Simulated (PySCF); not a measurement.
## Assigning NMR signals

Mapped SMILES: `[CH3:1][c:2]1[cH:3][cH:4][cH:5][n:6]1[CH3:7]`. Hydrogens are named by the atom that carries them.

Computed data (PySCF): couplings computed with B3LYP/pcJ-1 (spin–dipole term only in couplings to heteroatoms), PBE0-D3(BJ)/def2-SVP geometry, B3LYP/pcSseg-1 with gauge-including orbitals. Fast rotation and ring inversion assumed for equivalent nuclei, non-relativistic Hamiltonian, single conformer, no solvent.

δ = σ(ref) − σ, references computed at the same level: 13C (σref 179.24) and 1H (σref 31.38) vs TMS.

Question: Assign these signals to the numbered atoms. 13C{1H} NMR (computed): δ 131.3 (C), 124.7 (CH), 114.2 (CH), 112.4 (CH), 34.6 (CH3), 13.8 (CH3).

Answer: 
| δ (ppm) | atoms | environment | reason |
| --- | --- | --- | --- |
| 131.3 | C2 | substituted aromatic carbon next to a ring nitrogen | – |
| 124.7 | C5 | aromatic CH next to a ring nitrogen | – |
| 114.2 | C3 | aromatic CH | – |
| 112.4 | C4 | aromatic CH | – |
| 34.6 | C7 | methyl carbon bonded to N | pulled downfield by the heteroatom |
| 13.8 | C1 | methyl carbon on an aromatic ring | aliphatic region, no heteroatom directly attached |

C3 and C4 lie closer than the usual error of such a calculation, so a measured spectrum could show them in the other order.

Question: Assign these signals to the numbered atoms. 1H NMR (600 MHz, computed): δ 6.29 (m, 1H), 5.95 (m, 1H), 5.95 (m, 1H), 3.36 (s, 3H), 2.19 (d, J = 1.2 Hz, 3H).

Answer: 
| δ (ppm) | atoms | environment | reason |
| --- | --- | --- | --- |
| 6.29 | H(C5) | hydrogen on an aromatic CH next to a ring nitrogen | it sits in the deshielding region of the aromatic ring current |
| 5.95 | H(C4) | hydrogen on an aromatic CH | – |
| 5.95 | H(C3) | hydrogen on an aromatic CH | – |
| 3.36 | H(C7) | hydrogen on a methyl carbon bonded to N | its carbon carries N, an electronegative neighbour |
| 2.19 | H(C1) | hydrogen on a methyl carbon on an aromatic ring | benzylic-type position, deshielded by the ring |

H(C4) and H(C3) lie closer than the usual error of such a calculation, so a measured spectrum could show them in the other order.

Splittings below 1 Hz are ignored in the labels, and close J values are merged. Unscaled 3J(H,H) at this level run about 10 % above measured values. Shifts are as computed. Against solution values, carbons near 30 ppm lie about +2 ppm off and those near 130 ppm about +6 ppm. Of 1211 compounds with measured shifts, 218 miss one by over three times the rms of a fit or turn the order of signals round; such compounds aren't used in these exercises.
